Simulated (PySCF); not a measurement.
**Field gradients at the hydrogen positions**

Compound: C6H6F4O2.
Z-matrix (Å and degrees, GFN2-xTB geometry), rows numbered from 1:
```
C 
O   1  1.4216
C   2  1.3327  1  116.23
O   3  1.2076  2  123.77  1    -1.31
C   3  1.4823  2  110.41  1  -179.92
C   5  1.3290  3  124.41  2  -177.23
C   6  1.4973  5  124.51  3     3.79
F   7  1.3712  6  110.35  5  -154.60
C   7  1.5422  6  109.57  5    87.59
F   9  1.3368  7  111.39  6   -55.83
F   9  1.3324  7  112.21  6  -176.22
F   9  1.3374  7  111.73  6    63.34
H   1  1.0864  2  106.24  3   176.66
H   1  1.0915  2  110.19  3   -63.40
H   1  1.0915  2  110.28  3    56.66
H   5  1.0790  3  114.74  2     4.19
H   6  1.0814  5  121.25  3  -178.21
H   7  1.0972  6  112.87  5   -33.21
```

Level: PBE0/pcSseg-1 (PySCF, non-relativistic); Q(2H) = 0.00286 b; rigid geometry, the same for H and D, with no vibrational averaging.

Question: Rank these positions by the coupling χzz of a deuteron there, largest first.
A. H13 (methyl hydrogen)
B. H17 (vinylic hydrogen)
C. H18 (methine hydrogen)
D. H15 (methyl hydrogen)

Answer: B (215 kHz), A (206 kHz), D (199 kHz), C (179 kHz).

Q: What are Vzz, η and χzz (234.96 MHz × Q × Vzz) at all hydrogens?

A: 
```tsv
atom	bonded to	bond length (Å)	Vzz (au)	η	χzz (kHz)
H13	C1	1.086	0.3069	0.08	206
H14	C1	1.092	0.2959	0.10	199
H15	C1	1.092	0.2954	0.11	199
H16	C5	1.079	0.3242	0.07	218
H17	C6	1.081	0.3195	0.05	215
H18	C7	1.097	0.2664	0.02	179
```

Q: How does χzz go with the bond length over the 6 C–H bonds?

A: A straight-line fit has a slope of -19.8 kHz for each 0.01 Å, with a correlation coefficient of -0.97, over lengths from 1.079 to 1.097 Å. The longer bonds have the smaller couplings here.

Q: A static deuteron (I = 1) shows a doublet split by (3/2)χ, (3/4)χ(1 + η) and (3/4)χ(1 − η) with the field along z, y and x of the gradient. What are these for H18?

A: With |χ| = 179.0 kHz and η = 0.024: 269, 138 and 131 kHz, to first order and without motion.

One conformer (not necessarily the lowest) at the GFN2-xTB geometry, without solvent, vibrations or thermal averaging. GFN2-xTB bond lengths can be off by several hundredths of an ångström, more for odd bonds, and the gradients follow them. The basis is small and wasn't made for field gradients, so the couplings can be 20 % off.

These values come from a run that also computed NMR shieldings. On Intel Xeon Platinum 8488C, one thread, no GPU, shared host, this took 58 s and 0.97 GiB of memory at its peak.
